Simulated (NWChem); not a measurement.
# CH₄ClFOSi; SMILES O[Si@@H](Cl)CF

```xyz
9

O     -1.8439     0.2550    -0.0369
Si    -0.2948     0.0202     0.4810
Cl     0.4660    -1.8135    -0.1696
C      0.9286     1.3145    -0.1734
F      0.5133     2.5747     0.2734
H     -2.0101     0.3251    -0.9876
H     -0.3696     0.0145     1.9523
H      1.9434     1.1230     0.2007
H      0.9803     1.3264    -1.2708
```
Atoms are numbered in this order, from 1.

Computed with NWChem. The geometry was optimised at B3LYP/6-31G* (spherical d). Vzz is the largest principal value of the second derivative of the potential at the nucleus (NWChem prints the opposite sign); η is the asymmetry. Non-relativistic.

```csv
level,Vzz O1 (a.u.),η O1,Vzz Cl3 (a.u.),η Cl3
B3LYP/cc-pVTZ,1.396,0.54,1.866,0.06
B3LYP/def2-SVP,(withheld),0.55,(withheld),0.07
PBE/def2-TZVP,1.347,0.54,1.951,0.07
PBE/def2-SVP,1.381,0.55,1.864,0.07
```

Some entries are withheld; supply them.


- B3LYP/def2-SVP, Vzz O1 (a.u.): 1.425
- B3LYP/def2-SVP, Vzz Cl3 (a.u.): 1.889
